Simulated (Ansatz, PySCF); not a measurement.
Species: chloro(dimethyl)borane, C₂H₆BCl (charge 0, singlet). 
Structure (B3LYP-D3(BJ)/def2-TZVP (Ansatz, a program for electronic structure) minimum search):
```xyz
10

B     -0.0333    -0.3893    -0.0703
Cl     0.1161     1.3567     0.2450
C      1.2757    -1.2248    -0.2117
C     -1.4656    -0.9942    -0.1890
H      1.1362    -2.2693     0.0758
H      1.5429    -1.2339    -1.2773
H      2.1290    -0.8071     0.3222
H     -1.7622    -1.3287     0.8146
H     -2.2223    -0.2828    -0.5190
H     -1.4915    -1.8817    -0.8253
```
Charge 0, spin multiplicity 1.

Total electronic energies in hartree. Valence correlation only, unless marked. Spin-orbit coupling is left out. Non-relativistic. CBS(X,Y): correlation extrapolated as X^-3; Hartree-Fock from the larger set. The bracket is a focal-point correction in the basis named.

```
level                                                                             program  energy (Eh)
-------------------------------------------------------------------------  --------------  -----------
HF/cc-pV(D+d)Z                                                                     Ansatz   -563.48938
HF/aug-cc-pV(T+d)Z                                                                 Ansatz   -563.53357
PBE-D4/def2-TZVPD                                                          Ansatz + dftd4   -564.64005
BLYP-D4/def2-TZVPD                                                         Ansatz + dftd4   -564.92806
r2SCAN/def2-TZVPD                                                                  Ansatz   -564.88456
B3LYP-D3(BJ)/def2-TZVPD                                                    Ansatz + dftd3   -565.02254
BHLYP-D3(BJ)/def2-TZVPD                                                    Ansatz + dftd3   -564.92984
TPSSh-D4/def2-TZVPD                                                         PySCF + dftd4   -565.02099
M06-2X/def2-TZVPD                                                                   PySCF   -564.91447
HSE06-D3(BJ)/def2-TZVPD                                                    Ansatz + dftd3   -564.68546
CAM-B3LYP-D4/def2-TZVPD                                                    Ansatz + dftd4   -564.93693
CAM-B3LYP/def2-TZVPD                                                               Ansatz   -564.93146
LC-wPBE-D3(BJ)/def2-TZVPD                                                  Ansatz + dftd3   -564.79652
MP2/6-31G                                                                          Ansatz   -563.67173
MP2/cc-pV(D+d)Z                                                                    Ansatz   -563.99988
MP2/cc-pV(T+d)Z                                                                    Ansatz   -564.17791
MP2/cc-pVTZ                                                                        Ansatz   -564.17646
RI-MP2/cc-pV(Q+d)Z                                                                 Ansatz   -564.23531
RI-MP2/CBS(aug-cc-pV(T+d)Z,aug-cc-pV(Q+d)Z)                                        Ansatz    -564.2709
CCSD(T)/cc-pV(T+d)Z                                                                Ansatz   -564.25503
CCSD(T)/cc-pVTZ                                                                    Ansatz   -564.25271
RI-MP2/CBS(aug-cc-pV(T+d)Z,aug-cc-pV(Q+d)Z)+[CCSD(T)-MP2]/aug-cc-pV(D+d)Z          Ansatz    -564.3427
RI-MP2/CBS(aug-cc-pV(T+d)Z,aug-cc-pV(Q+d)Z)+[CCSD(T)-MP2]/aug-cc-pV(T+d)Z          Ansatz    -564.3483
```

Totals of different functionals don't rank their quality; only differences between species are comparable.
